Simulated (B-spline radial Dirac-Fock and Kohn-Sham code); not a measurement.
# Mn⁶⁺: input and output of one calculation

ΔSCF core binding energies without Breit or QED terms, calculated with an atomic code on a B-spline grid. Keys: rel is the Hamiltonian (dirac, or spin-free x2c and nr, where L3 and M5 stand for the whole 2p and 3d shells), method is hf or an exchange,correlation pair (spin-unpolarised, also for the hole states), nuc the nuclear model, radius_factor scales its radius, rmax is the box in bohr, h the logarithmic mesh step, order the B-spline order, points the quadrature points per cell, c_factor scales the speed of light, and damp, ndamp, maxit and tol steer the iteration. The run stops when the commutator error falls below 10·tol·max(1, Z/10), or the numerical noise floor, and the energy has settled to about 1e-8 Ha; the virial ratio is −V/T.

Input (task.json):

```json
{"items": [{"Z": 25, "q": 6, "cfg": [[1, 0, 2], [2, 0, 2], [2, 1, 6], [3, 0, 2], [3, 1, 6], [3, 2, 1]], "A": 55, "rrms": 3.7057, "do": "settings", "holes": ["K", "L3", "M5"],
  "settings": [{"rel": "dirac", "method": "hf", "nuc": "fermi", "radius_factor": 1.0, "rmax": 45.0, "h": 0.3, "order": 8, "points": 10, "c_factor": 1.0, "maxit": 60, "damp": 0.5, "ndamp": 3, "tol": 1e-08, "cfg": "1s2 2s2 2p6 3s2 3p6 3d11"}]}]}
```

Command: `python xray2_run.py task.json out`

The program stops without a result: overfilled shell.

Q: One setting is unsound. Which, and why?

A: cfg puts more electrons in a shell than it can hold. With the default settings (Dirac Hartree-Fock): The ground state converged in 9 iterations, with total energy -1147.65123 Ha, virial ratio 1.98649 and highest orbital energy -119.23 eV. ΔSCF binding energies: K (1s) 6683.1 eV, L3 (2p3/2) 779.6 eV. Holes are computed only in closed shells, and unreliable hole states are left out.
